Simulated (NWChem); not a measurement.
System: silanone (SiH2O); SMILES O=[SiH2]

Input file for NWChem:

```
start job
memory heap 200 mb stack 900 mb global 1100 mb
geometry units angstroms noautosym nocenter noautoz
  Si     0.000000     0.000000    -0.438494
  O      0.000000     0.000000     1.113848
  H      0.000000    -1.248019    -1.282007
  H      0.000000     1.248019    -1.282007
end
basis spherical
  Si library def2-svpd
  O library def2-svpd
  H library def2-svpd
end
dft
  xc b3lyp
  iterations 150
end
property
  response 1 0.0773
end
task dft property
```

Output (shortened):

```
             Northwest Computational Chemistry Package (NWChem) 7.3.0
             --------------------------------------------------------

                             Geometry "geometry" -> ""
                             -------------------------

 Output coordinates in angstroms (scale by  1.889725989 to convert to a.u.)

  No.       Tag          Charge          X              Y              Z
 ---- ---------------- ---------- -------------- -------------- --------------
    1 Si                  14.0000     0.00000000     0.00000000    -0.43849400
    2 O                    8.0000     0.00000000     0.00000000     1.11384800
    3 H                    1.0000     0.00000000    -1.24801900    -1.28200700
    4 H                    1.0000     0.00000000     1.24801900    -1.28200700

 Effective nuclear repulsion energy (a.u.)      51.3622471505

                              NWChem Property Module
                              ----------------------

                                 NWChem DFT Module
                                 -----------------

 Summary of "ao basis" -> "ao basis" (spherical)
 ------------------------------------------------------------------------------
       Tag                 Description            Shells   Functions and Types
 ---------------- ------------------------------  ------  ---------------------
 Si                        def2-svpd                10       24   5s3p2d
 O                         def2-svpd                 9       23   4s3p2d
 H                         def2-svpd                 4        8   2s2p

            General Information
            -------------------
          SCF calculation type: DFT
          Wavefunction type:  closed shell.
          No. of atoms     :     4
          No. of electrons :    24
           Alpha electrons :    12
            Beta electrons :    12
          Charge           :     0
          Spin multiplicity:     1
          Use of symmetry is: off; symmetry adaption is: off
          Maximum number of iterations: 150
          AO basis - number of functions:    63
                     number of shells:    27
          Convergence on energy requested:  1.00D-06
          Convergence on density requested:  1.00D-05
          Convergence on gradient requested:  5.00D-04

              XC Information
              --------------
                         B3LYP Method XC Potential
                     Hartree-Fock (Exact) Exchange  0.200
                        Slater Exchange Functional  0.800 local
                    Becke 1988 Exchange Functional  0.720 non-local
              Lee-Yang-Parr Correlation Functional  0.810
                  VWN I RPA Correlation Functional  0.190 local

             Grid Information
             ----------------
          Grid used for XC integration:  medium
          Radial quadrature: Mura-Knowles
          Angular quadrature: Lebedev.
          Tag              B.-S. Rad. Rad. Pts. Rad. Cut. Ang. Pts.
          ---              ---------- --------- --------- ---------
          Si                  1.10       88           9.0       590
          O                   0.60       49          10.0       434
          H                   0.35       45          10.0       434
          Grid pruning is: on
          Number of quadrature shells:   227
          Spatial weights used:  Erf1

      Superposition of Atomic Density Guess
      -------------------------------------

 Sum of atomic energies:        -364.43171321

      Non-variational initial energy
      ------------------------------

 Total energy =    -364.627880
 1-e energy   =    -606.252101
 2-e energy   =     190.261974
 HOMO         =      -0.385041
 LUMO         =      -0.052059

   convergence    iter        energy       DeltaE   RMS-Dens  Diis-err
 ---------------- ----- ----------------- --------- --------- ---------
 d= 0,ls=0.0,diis     1   -365.6223112525 -4.17D+02  4.49D-02  1.07D+00
 d= 0,ls=0.0,diis     2   -363.8596620975  1.76D+00  3.47D-02  1.43D+01
 d= 0,ls=0.0,diis     3   -365.7731841718 -1.91D+00  2.38D-03  1.38D-02
 d= 0,ls=0.0,diis     4   -365.7742343046 -1.05D-03  6.92D-04  4.58D-03
 d= 0,ls=0.0,diis     5   -365.7747369941 -5.03D-04  2.86D-04  4.79D-04
  Resetting Diis
 d= 0,ls=0.0,diis     6   -365.7747997058 -6.27D-05  2.55D-05  2.04D-06
 d= 0,ls=0.0,diis     7   -365.7747999136 -2.08D-07  1.18D-05  1.35D-07
 d= 0,ls=0.0,diis     8   -365.7747998364  7.72D-08  7.63D-06  8.94D-07

         Total DFT energy =     -365.774799836371
      One electron energy =     -607.669426043464
           Coulomb energy =      220.731624734590
    Exchange-Corr. energy =      -30.199245678005
 Nuclear repulsion energy =       51.362247150509

 Numeric. integr. density =       24.000002267881

                       DFT Final Molecular Orbital Analysis
                       ------------------------------------

 Vector   10  Occ=2.000000D+00  E=-3.637146D-01
              MO Center=  9.0D-10, -8.7D-09,  8.4D-01, r^2= 1.6D+00
   Bfn.  Coefficient  Atom+Function         Bfn.  Coefficient  Atom+Function
  ----- ------------  ---------------      ----- ------------  ---------------
    31      0.539489  2 O  pz                11     -0.283872  1 Si pz
    34      0.260595  2 O  pz                27      0.252808  2 O  s
    28      0.212317  2 O  s                 14     -0.201002  1 Si pz
     3     -0.198961  1 Si s                 26      0.168566  2 O  s
     8      0.149728  1 Si pz                48      0.120827  3 H  s

 Vector   11  Occ=2.000000D+00  E=-3.267061D-01
              MO Center=  3.8D-10,  1.9D-10,  7.9D-01, r^2= 1.2D+00
   Bfn.  Coefficient  Atom+Function         Bfn.  Coefficient  Atom+Function
  ----- ------------  ---------------      ----- ------------  ---------------
    29      0.538610  2 O  px                32      0.361103  2 O  px
     9      0.226776  1 Si px                12      0.172463  1 Si px
     6     -0.122326  1 Si px                35      0.080066  2 O  px
    18     -0.068162  1 Si d  1              46      0.031875  2 O  d  1

 Vector   12  Occ=2.000000D+00  E=-2.949377D-01
              MO Center=  4.0D-10, -1.8D-09,  6.6D-01, r^2= 1.7D+00
   Bfn.  Coefficient  Atom+Function         Bfn.  Coefficient  Atom+Function
  ----- ------------  ---------------      ----- ------------  ---------------
    30      0.571018  2 O  py                33      0.381327  2 O  py
    48      0.156774  3 H  s                 56     -0.156774  4 H  s
    16      0.140361  1 Si d -1              49      0.080457  3 H  s
    57     -0.080457  4 H  s                 21      0.078277  1 Si d -1
    36      0.064993  2 O  py                13     -0.027232  1 Si py

 Vector   13  Occ=0.000000D+00  E=-9.658139D-02
              MO Center=  1.4D-08,  5.9D-09, -5.5D-01, r^2= 2.8D+00
   Bfn.  Coefficient  Atom+Function         Bfn.  Coefficient  Atom+Function
  ----- ------------  ---------------      ----- ------------  ---------------
    12      0.568545  1 Si px                 9      0.359159  1 Si px
    29     -0.304583  2 O  px                32     -0.249633  2 O  px
    23      0.193130  1 Si d  1               6     -0.184547  1 Si px
    18      0.104030  1 Si d  1              53      0.045157  3 H  px
    61      0.045157  4 H  px                35      0.030857  2 O  px

 Vector   14  Occ=0.000000D+00  E=-2.543878D-02
              MO Center=  1.3D-08,  1.7D-08, -7.4D-01, r^2= 4.2D+00
   Bfn.  Coefficient  Atom+Function         Bfn.  Coefficient  Atom+Function
  ----- ------------  ---------------      ----- ------------  ---------------
    28      0.760645  2 O  s                 22     -0.436329  1 Si d  0
     3      0.408576  1 Si s                  5     -0.272472  1 Si s
     2      0.239412  1 Si s                 31      0.219417  2 O  pz
    49     -0.206954  3 H  s                 57     -0.206954  4 H  s
    48     -0.205061  3 H  s                 56     -0.205061  4 H  s

 Vector   15  Occ=0.000000D+00  E= 9.544177D-03
              MO Center=  2.1D-08,  3.5D-08, -5.7D-01, r^2= 7.3D+00
   Bfn.  Coefficient  Atom+Function         Bfn.  Coefficient  Atom+Function
  ----- ------------  ---------------      ----- ------------  ---------------
     5      2.464837  1 Si s                  4     -1.743646  1 Si s
    14      0.706432  1 Si pz                28     -0.670943  2 O  s
    37      0.286609  2 O  pz                49      0.281758  3 H  s
    57      0.281757  4 H  s                 22     -0.228239  1 Si d  0
    11      0.186871  1 Si pz                 3     -0.146448  1 Si s

     Multipole analysis of the density
     ---------------------------------

     L   x y z        total         alpha         beta         nuclear
     -   - - -        -----         -----         ----         -------
     0   0 0 0     -0.000000    -12.000000    -12.000000     24.000000

     1   1 0 0     -0.000000     -0.000000     -0.000000      0.000000
     1   0 1 0     -0.000000     -0.000000     -0.000000      0.000000
     1   0 0 1     -1.535722     -0.964255     -0.964255      0.392787

[...]

 DFT Linear Response polarizability / au
 Frequency  =       0.0773000 / au
 Wavelength =     589.4353558 / nm
              X              Y              Z
 -----------------------------------------------
 X      26.7443758      0.0000000     -0.0000001
 Y       0.0000000     33.0323916     -0.0000001
 Z      -0.0000001     -0.0000001     38.7539827
 -----------------------------------------------
 Eigenvalues =      26.7443758     33.0323916     38.7539827
 Isotropic   =      32.8435834
 Anisotropic =      10.4044799
 -----------------------------------------------

 Magnetic Dipole Response Matrix (nonzero elements):

 Exiting AOResponse driver routine
```

Level: B3LYP/def2-SVPD. Structure relaxed at the PBE-D3(BJ)/def2-SVP level.
